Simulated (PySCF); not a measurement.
## UHF on Ga⁻ (gallium, charge -1)

Configuration: [Ar] 3d10 4s2 4p2, high-spin 3P determinant. Calculation: PySCF 2.14, in dyall-av2z (16s12p8d, 92 functions); the non-relativistic Hamiltonian (point nucleus).

| Item | Value |
| --- | --- |
| Total energy | -1923.239519 hartree |
| One-electron energy | -2690.8890 hartree |
| Hartree (Coulomb) energy | 841.2843 hartree |
| Exchange energy | -73.6348 hartree |
| Kinetic energy | 1923.26145 hartree |
| ⟨S²⟩ | 2.0132 |
| ⟨L²⟩ | 2.028 |
| Sum of ⟨r⟩ | 29.38 bohr |
| Sum of ⟨r²⟩ | 83.70 bohr² |
| Traceless quadrupole moment −½Σ⟨3z² − r²⟩ along its main axis | 11.2 e·bohr² |
| Density at the nucleus (Gaussians lack the cusp) | 20200 bohr⁻³ |
| Spin density at the nucleus | -0.858 bohr⁻³ |
| Langevin diamagnetic susceptibility | -66.3 ×10⁻⁶ cm³/mol |

| shell | electrons | mean orbital energy (hartree) | spread (hartree) | rms radius, mean of both spins (bohr) |
| --- | --- | --- | --- | --- |
| 1s α | 1 | -378.62313 | 0 | 0.0572 |
| 1s β | 1 | -378.62200 | 0 | 0.0572 |
| 2s β | 1 | -47.97282 | 0 | 0.240 |
| 2s α | 1 | -47.97207 | 0 | 0.240 |
| 2p α | 3 | -42.29894 | 0.00003 | 0.212 |
| 2p β | 3 | -42.29823 | 0.00163 | 0.212 |
| 3s α | 1 | -6.19827 | 0 | 0.709 |
| 3s β | 1 | -6.19799 | 0 | 0.709 |
| 3p α | 3 | -4.28800 | 0.00045 | 0.742 |
| 3p β | 3 | -4.28580 | 0.00669 | 0.742 |
| 3d α | 5 | -0.99741 | 0.00503 | 0.893 |
| 3d β | 5 | -0.99703 | 0.00698 | 0.893 |
| 4s α | 1 | -0.28117 | 0 | 2.83 |
| 4s β | 1 | -0.19743 | 0 | 2.83 |
| 4p α | 2 | -0.02004 | 0.00001 | 5.24 |

Spin-orbit constants ζ (cm⁻¹) from the X2C one-electron operator on these orbitals (non-relativistic here): bare nucleus, nucleus screened by l(l+1)(2l+1)/3 electrons, and screened by the Breit-Pauli mean field of the electrons.

```
shell    bare  screened nucleus  mean field
   2p  145800            136400      132000
   3p   18590             17390       16690
   3d    2088              1414        1300
   4p   298.6             279.3       263.7
```

To first order the Landé constant is A = 131.9 cm⁻¹, so the lowest level has J = 0 and lies 0.0327 eV below the centre of the term. This holds in LS coupling only.
